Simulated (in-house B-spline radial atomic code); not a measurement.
## Ionising the sulfur ion S⁷⁺ with different functionals

Computed with an all-electron radial atomic-structure program (B-spline basis): non-relativistic Hamiltonian, point nucleus, spin-polarised at highest spin, spherical fractional occupations for the functionals, the average over the highest-spin determinants for Hartree-Fock. The ionisation energy is the difference of two self-consistent energies, [He] 2s2 2p5 → [He] 2s2 2p4, without Breit or QED terms; ε is the level of the shell that loses the electron (its least bound occupied spin orbital).

Hybrids are left out here: with spherical fractional occupations of an open shell their exact exchange keeps a self-interaction that integer-occupation calculations don't have.

```json
{"method": "Hartree-Fock", "rung": "Hartree-Fock", "ΔSCF (eV)": "327.08", "-ε(2p) (eV)": "329.72"}
{"method": "LDA VWN5", "rung": "LDA", "ΔSCF (eV)": "329.09", "-ε(2p) (eV)": "304.86"}
{"method": "LDA PW92", "rung": "LDA", "ΔSCF (eV)": "329.07", "-ε(2p) (eV)": "304.85"}
{"method": "LDA exchange-only", "rung": "LDA", "ΔSCF (eV)": "326.28", "-ε(2p) (eV)": "302.22"}
{"method": "PBE", "rung": "GGA", "ΔSCF (eV)": "329.14", "-ε(2p) (eV)": "304.92"}
{"method": "PBEsol", "rung": "GGA", "ΔSCF (eV)": "328.76", "-ε(2p) (eV)": "304.59"}
{"method": "BLYP", "rung": "GGA", "ΔSCF (eV)": "329.23", "-ε(2p) (eV)": "305.01"}
{"method": "RPBE", "rung": "GGA", "ΔSCF (eV)": "329.00", "-ε(2p) (eV)": "304.83"}
{"method": "PW91", "rung": "GGA", "ΔSCF (eV)": "329.47", "-ε(2p) (eV)": "305.24"}
{"method": "BP86", "rung": "GGA", "ΔSCF (eV)": "329.41", "-ε(2p) (eV)": "305.16"}
{"method": "AM05", "rung": "GGA", "ΔSCF (eV)": "328.62", "-ε(2p) (eV)": "304.48"}
{"method": "OLYP", "rung": "GGA", "ΔSCF (eV)": "329.31", "-ε(2p) (eV)": "305.41"}
{"method": "TPSS", "rung": "meta-GGA", "ΔSCF (eV)": "329.37", "-ε(2p) (eV)": "305.32"}
{"method": "SCAN", "rung": "meta-GGA", "ΔSCF (eV)": "329.86", "-ε(2p) (eV)": "306.47"}
{"method": "r2SCAN", "rung": "meta-GGA", "ΔSCF (eV)": "329.76", "-ε(2p) (eV)": "306.34"}
{"method": "M06-L", "rung": "meta-GGA", "ΔSCF (eV)": "329.51", "-ε(2p) (eV)": "306.26"}
{"method": "revTPSS", "rung": "meta-GGA", "ΔSCF (eV)": "328.94", "-ε(2p) (eV)": "304.94"}
```

Question: How do they compare with the NIST value?

Answer: NIST lists 328.79 eV ± 0.007 (measured, ground level to ground level). Errors run from -2.52 to +1.07 eV; PBEsol is closest (-0.04 eV), but part of that can be cancellation, since the calculations leave out relativity, Breit-QED terms, multiplet and fine-structure energies. Hartree-Fock also lacks correlation.
